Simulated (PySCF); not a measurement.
## State search for NbO

Unrestricted PBE0; PySCF, scalar-relativistic core potentials, basis sets Nb def2-TZVPP with ECP28, O def2-TZVPP. Outer shells of the fragments: Nb 4d4 5s1; O 2s2 2p4.

Followed along the bond (rough minima from three points):

| 2Ms+1 | unpaired | ⟨S²⟩ at the start | R at minimum (Å) | Te (eV) |
| --- | --- | --- | --- | --- |
| 4 | σ ↑, δ ↑↑ | 3.90 | 1.67 | 0.00 |
| 2 | σ ↓, δ ↑↑ | 1.73 | 1.70 | 0.87 |
| 2 | δ ↑ | 0.87 | 1.66 | 1.00 |
| 4 | σ ↑, π ↑, δ ↑ | 3.87 | 1.71 | 1.36 |
| 4 | σ ↑, π ↑, δ ↑ | 3.88 | 1.71 | 1.37 |
| 4 | π ↑, δ ↑↑ | 3.84 | 1.71 | 1.82 |

Solutions found at the starting distance of 1.960 Å, counted from the lowest of them; the search is not exhaustive and high or unbound solutions are not listed, so other states can lie among these:

```
2Ms+1       unpaired   term  E (eV)  ⟨S²⟩  ⟨Lz²⟩  μ (D)
    4      σ ↑, δ ↑↑    ⁴Σ⁻    0.00  3.90   0.00  -5.38
    2      σ ↓, δ ↑↑  mixed    0.67  1.73   4.97  -5.37
    4  σ ↑, π ↑, δ ↑  mixed    0.93  3.87   4.69  -5.02
    4  σ ↑, π ↑, δ ↑  mixed    0.96  3.88   5.00  -4.77
    2            δ ↑     ²Δ    1.26  0.87   4.01  -3.96
    4      π ↑, δ ↑↑     ⁴Π    1.33  3.84   1.11  -6.19
```

A term symbol is given only where ⟨S²⟩ and ⟨Lz²⟩ are close to those of a pure state; real π, δ and φ orbitals otherwise mix terms. A positive dipole means Nb(−)O(+).

Problem. Compare the gap between the two lowest followed solutions at the starting distance with the gap between their minima.

Solution. At PBE0 the second solution (Ms = 0.5 of mixed spin, unpaired electrons σ ↓, δ ↑↑) lies +0.67 eV from the first (quartet, unpaired electrons σ ↑, δ ↑↑) at 1.960 Å and +0.87 eV at the minima; the two curves relax by different amounts, since their minima lie near 1.70 and 1.67 Å.

The measured ground state is X ⁴Σ- (Huber and Herzberg, Constants of Diatomic Molecules (1979)).

Spin–orbit coupling is left out. The state is the lowest single determinant that the PBE0 search found; with open d or f shells the true ground state can be another one.
